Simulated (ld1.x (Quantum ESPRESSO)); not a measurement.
# u(r) = r·R(r): atom against pseudo-atom (iron)

Columns: radius, all-electron u(r) and pseudo u(r) of the 4s shell (level -6.36 eV) of iron in the configuration [Ar] 3d6 4s1 4p1; PBE, scalar-relativistic, PAW scheme, ld1.x (Quantum ESPRESSO) 7.5.

| r (bohr) | all-electron | pseudo |
| --- | --- | --- |
| 0.135 | -0.1389 | -0.0433 |
| 0.270 | -0.0836 | -0.0870 |
| 0.405 | 0.1424 | -0.1312 |
| 0.540 | 0.2691 | -0.1763 |
| 0.675 | 0.2679 | -0.2222 |
| 0.810 | 0.1822 | -0.2687 |
| 0.945 | 0.0571 | -0.3157 |
| 1.080 | -0.0774 | -0.3625 |
| 1.215 | -0.2045 | -0.4085 |
| 1.350 | -0.3162 | -0.4529 |
| 1.485 | -0.4096 | -0.4947 |
| 1.620 | -0.4845 | -0.5329 |
| 1.755 | -0.5422 | -0.5665 |
| 1.890 | -0.5845 | -0.5946 |
| 2.025 | -0.6134 | -0.6165 |
| 2.160 | -0.6310 | -0.6314 |
| 2.295 | -0.6390 | -0.6390 |
| 2.430 | -0.6392 | -0.6392 |
| 2.565 | -0.6329 | -0.6329 |
| 2.700 | -0.6214 | -0.6214 |
| 2.835 | -0.6057 | -0.6057 |
| 2.970 | -0.5868 | -0.5868 |
| 3.105 | -0.5656 | -0.5656 |
| 3.240 | -0.5425 | -0.5425 |
| 3.375 | -0.5183 | -0.5183 |
| 3.510 | -0.4934 | -0.4934 |

Q: How many radial nodes do the two functions have?

A: The all-electron 4s function has n − l − 1 = 3 (the table is too coarse to show those close to the nucleus); the pseudo-wave has 0, since the states of the same l below it are removed with the core.

Q: At about which radius was the pseudo-wave matched?

A: 2.30 bohr. The columns agree to 0.0005 from 2.16 bohr on; several derivatives are matched, so the curves merge somewhat inside the radius.

Q: Where does each function peak?

A: Outermost all-electron maximum near 2.43 bohr, pseudo maximum near 2.43 bohr (to the table’s step).

Q: Is the pseudo-wave norm-conserving?

A: No, it belongs to a PAW set: the norm inside the radius is not constrained, and the difference is carried by the augmentation charge.
